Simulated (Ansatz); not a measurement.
`B[CH]([SiH3])[GeH3]` + `FBOC[SiH3]` → `[SiH3]BOC[SiH3]` + `B[CH](F)[GeH3]`  (redistribution)

Computed with Ansatz on PBE0-D4/def2-TZVP structures; ΔE is electronic, products minus reactants. CBS: MP2 limit from def2 TZ/QZ plus the TZ coupled-cluster correction, frozen cores. DFT in def2-TZVPP. B3LYP here is the variant with VWN-RPA as its local correlation; programs differ in this. For Ge outer-core shells are correlated without core-valence functions, which leaves a few kJ/mol of doubt a bond. Scalar relativity is left out up to krypton. One conformer a species, not always the lowest.

`B[CH]([SiH3])[GeH3]`:

Cartesian coordinates in Å:
```
B 0.338 -1.630 -0.214
C -0.381 -0.303 -0.453
Si 0.617 1.083 -1.215
Ge -0.713 0.193 1.451
H 1.459 -1.631 0.220
H -0.210 -2.682 -0.386
H -1.366 -0.394 -0.918
H -0.060 2.396 -1.028
H 0.786 0.861 -2.677
H 1.956 1.141 -0.574
H 0.428 1.089 1.954
H -0.799 -1.061 2.341
H -2.054 0.938 1.499
```

`FBOC[SiH3]`:

```xyz
11

F    -1.775    1.718    0.241
B    -1.879    0.648   -0.546
O    -0.792   -0.038   -0.925
C     0.529    0.318   -0.509
Si    1.161   -0.907    0.788
H    -2.955    0.296   -0.921
H     1.167    0.290   -1.396
H     0.556    1.338   -0.114
H     0.266   -0.873    1.973
H     1.183   -2.280    0.223
H     2.538   -0.509    1.186
```

`[SiH3]BOC[SiH3]`:

```xyz
14

Si   -2.405    0.616   -1.452
B    -0.668    0.309   -0.460
O    -0.483   -0.843    0.195
C     0.698   -1.159    0.930
Si    2.130    0.090    0.942
H    -2.125    0.947   -2.879
H    -3.118    1.788   -0.866
H    -3.320   -0.557   -1.412
H     0.205    1.145   -0.443
H     0.397   -1.353    1.965
H     1.076   -2.111    0.542
H     1.768    1.373    1.593
H     2.672    0.340   -0.417
H     3.174   -0.586    1.761
```

`B[CH](F)[GeH3]`:

Z-matrix (Å, degrees):
```
Ge
C 1 2.060
B 1 2.587 2 35.6
H 1 1.536 2 112.7 3 26.8
H 1 1.531 2 103.4 3 145.5
H 1 1.533 2 108.7 3 -95.2
F 2 1.379 1 108.3 3 -122.0
H 2 1.092 1 102.6 3 122.4
H 3 1.193 1 115.1 2 111.5
H 3 1.198 1 94.3 2 -120.9
```

```
             level  ΔE (eV)  difference from CCSD(T)/CBS
         r2SCAN-D4     2.97                        -0.17
           ωB97X-V     2.99                        -0.15
           ωB97M-V     3.06                        -0.08
            B2PLYP     3.07                        -0.07
               PBE     2.71                        -0.43
            r2SCAN     2.97                        -0.17
              PBE0     2.90                        -0.24
             B3LYP     2.91                        -0.23
    MP2/def2-TZVPP     3.32                         0.18
   CCSD/def2-TZVPP     3.16                         0.02
CCSD(T)/def2-TZVPP     3.12                        -0.02
     HF/def2-QZVPP     3.31                         0.17
    MP2/def2-QZVPP     3.34                         0.20
SCS-MP2/def2-QZVPP     3.27                         0.13
      HF/CBS(def2)     3.31                         0.17
     MP2/CBS(def2)     3.35                         0.21
       CCSD(T)/CBS     3.14                            0
```

Largest T1 diagnostic among the species: 0.015.

From PBE to PBE0 (25 % exact exchange), in def2-TZVPP and without D4, ΔE moves by +0.19 eV. The D4 term adds +0.05 eV with B3LYP and +0.03 eV with PBE0; it sums over pairs of atoms, weighted by their polarisabilities, and B3LYP, whose exchange is more repulsive, gets the larger term.
